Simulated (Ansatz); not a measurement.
Ideal-gas functions of C₂H₅BrSi (`CC[Si]Br`) at 298.15 K and 1 bar, from an Ansatz frequency run at PBE0-D4/def2-TZVP.

Molar mass 137.05 g/mol, point group Cs (symmetry number 1), electronic degeneracy 1, moments of inertia 85.378, 242.162, 321.442 u Å². Harmonic wavenumbers (cm⁻¹, unscaled): 26, 143, 214, 319, 429, 508, 594, 916, 964, 1066, 1241, 1244, 1402, 1412, 1484, 1492, 2974, 3002, 3051, 3119, 3133.

Use S(trans) = R[1.5 ln M + 2.5 ln T − 1.1517]; rotational temperatures θ = 24.2544 K / I; S(rot) = R[ln(√π/σ · √(T³/θAθBθC)) + 1.5]; for each mode x = 1.438777 ν̃/T, S = R[x/(eˣ − 1) − ln(1 − e⁻ˣ)] and H = RT x/(eˣ − 1); 1 cm⁻¹ = 0.0119627 kJ/mol; R = 8.31446 J/(mol·K).

**Question.** By hand: the entropy, in J/(mol·K).

**Answer.** Translation 170.2. Rotation: θ = 0.2841, 0.1002, 0.0755 K, giving 113.8. Vibration, mode by mode: 25.58, 11.56, 8.41, 5.50, 3.61, 2.67, 1.93, 0.55, 0.45, 0.30, 0.15, 0.14, 0.07, 0.07, 0.05, 0.05, 0.00, 0.00, 0.00, 0.00, 0.00, in all 61.1. Electronic 0.0. Sum 345.1 J/(mol·K).

**Question.** By hand: H − E and G − E in kJ/mol, counted from the electronic energy.

**Answer.** Zero-point energy ½ × 28733 × 0.0119627 = 171.9; thermal vibration 8.7; translation, rotation and pV give 4 RT = 9.9. H − E = 190.5 kJ/mol, and G − E = 190.5 − 298.15 × 345.1/1000 = 87.6 kJ/mol.

Vibration gives 18 % of the entropy, 37.1 J/(mol·K) of it from the modes under 150 cm⁻¹: soft modes count most, and the harmonic formula is weakest for them. The sum counts one conformer and one mirror image; others add a mixing term.
